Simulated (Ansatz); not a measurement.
Ansatz results at the PBE0-D4/def2-TZVP geometry: ideal-gas entropy at 298 K and 1 bar (rigid rotor, harmonic PBE0-D4/def2-TZVP) 315 J/(mol·K); zero-point energy (PBE0-D4/def2-TZVP) 85.5 kJ/mol; size of the dipole moment (PBE/def2-TZVPP) 3.13 D.

Each molecule was computed in one conformer, which needn't be the lowest.

Which molecule gave them?
A. `[NH2][SnH][F]`•
B. `O[B]O[SiH3]`•
C. `C[O][In][NH2]`•
D. `[F][Sn]([Cl])[Br]`•

A. The others give `C[O][In][NH2]`•: 366, 170.7, 1.68; `O[B]O[SiH3]`•: 335, 122.7, 1.69; `[F][Sn]([Cl])[Br]`•: 361, 9.3, 2.15.
